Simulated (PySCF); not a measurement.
Isomers of C3H10Si3, one conformer each; single-point electronic energies without zero-point terms and without any empirical dispersion term.

Level: PBE0/pcSseg-1 in PySCF, non-relativistic, each on one gas-phase PBE0-D3(BJ)/def2-SVP geometry that isn't relaxed in the solvent. The solvent is an IEF-PCM continuum (Bondi radii, 1.10 Å for H, scaled by 1.2). The model holds no explicit solvent molecules, cavitation or dispersion.

```tsv
isomer	relative energy, gas (kJ/mol)	dipole (D)
`C(#C[SiH2]C[SiH3])[SiH3]`	0.0	0.76
`CC#C[SiH2][SiH2][SiH3]`	14.1	1.57
`CC#C[SiH]([SiH3])[SiH3]`	15.1	1.69
```

Q: How do the relative energies look in cyclohexane (ε = 2.017)?

A: 
| isomer | relative energy, solvent (kJ/mol) | E(solvent) − E(gas) (kJ/mol) | dipole in solvent (D) |
| --- | --- | --- | --- |
| `C(#C[SiH2]C[SiH3])[SiH3]` | 0.0 | -3.1 | 0.87 |
| `CC#C[SiH2][SiH2][SiH3]` | 13.2 | -4.0 | 1.71 |
| `CC#C[SiH]([SiH3])[SiH3]` | 14.2 | -4.1 | 1.83 |

The order is unchanged. Conformers: `[SiH3:1][C:2]#[C:3][SiH2:4][CH2:5][SiH3:6]` with C3–Si4–C5–Si6 58°; `[CH3:1][C:2]#[C:3][SiH2:4][SiH2:5][SiH3:6]` with C3–Si4–Si5–Si6 53°. The gains span 1.0 kJ/mol, the gas-phase energies 15.1 kJ/mol.
